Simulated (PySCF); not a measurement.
Vertical excitations of a molecule C5H7O, multiplicity 2 from TDA-PBE0/def2-SVPD in PySCF, as energy in eV (oscillator strength): 1.68 (0.000), 4.58 (0.024), 5.28 (0.001), 5.51 (0.001), 5.64 (0.042), 5.74 (0.004), 5.97 (0.003), 6.05 (0.007), 6.29 (0.002), 6.44 (0.122). Geometry optimised at r2SCAN-D4/def2-SVP. One conformer was computed; it need not be the lowest.

**Question.** Pick the molecule that these values belong to.
A) C[C]=CC(C)=O
B) O=C1C[CH]CC1
C) O=C1[CH]CCC1

**Answer.** C, O=C1[CH]CCC1
